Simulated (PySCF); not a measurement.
# Correlation energy of Sc⁺ (scandium, charge +1)

[Ar] 3d1 4s1, high-spin 3D determinant. All numbers are calculated (PySCF 2.14, no relativity, point nucleus, in aug-cc-pVDZ (7s6p4d2f, 59 functions)). Frozen: [Ar]; 2 electrons correlated.

Total MP2 correlation energy: -2.48 mhartree.

Same-spin part -2.48 and opposite-spin part 0.00 mhartree; SCS-MP2 scales them by 1/3 and 6/5 to -0.83 mhartree.
